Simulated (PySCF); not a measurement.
## Trend along group 13: MBr molecules

PBE0 with triple-zeta basis sets in PySCF, for the lowest determinant that a PBE0 search found; no spin–orbit coupling. De refers to high-spin ground-configuration atoms. A positive dipole means M(−)Br(+).

```json
{"M": "B", "basis": "def2-TZVPP", "state (unpaired electrons)": "singlet (closed shell)", "Re (Å)": "1.894", "ωe (cm⁻¹)": "685", "De (eV)": "4.58", "μ (D)": "1.50"}
{"M": "Al", "basis": "def2-TZVPP", "state (unpaired electrons)": "singlet (closed shell)", "Re (Å)": "2.318", "ωe (cm⁻¹)": "371", "De (eV)": "4.61", "μ (D)": "-1.68"}
{"M": "Ga", "basis": "def2-TZVPP", "state (unpaired electrons)": "singlet (closed shell)", "Re (Å)": "2.374", "ωe (cm⁻¹)": "265", "De (eV)": "4.39", "μ (D)": "-2.49"}
{"M": "In", "basis": "x2c-TZVPPall", "state (unpaired electrons)": "singlet (closed shell)", "Re (Å)": "2.561", "ωe (cm⁻¹)": "220", "De (eV)": "4.18", "μ (D)": "-3.46"}
{"M": "Tl", "basis": "x2c-TZVPPall", "state (unpaired electrons)": "singlet (closed shell)", "Re (Å)": "2.636", "ωe (cm⁻¹)": "192", "De (eV)": "4.07", "μ (D)": "-4.47"}
```

Q: By what factor does the well depth vary along the series?

A: At PBE0 it runs from 4.07 eV (TlBr) to 4.61 eV (AlBr), a factor of 1.13.

The rows differ in basis set, which adds steps of its own.

Down a group the atoms grow and get heavier, so bonds lengthen and wavenumbers fall; this series shows no clear exception.

Spin–orbit coupling is left out, which matters for elements this heavy, above all for dissociation energies.
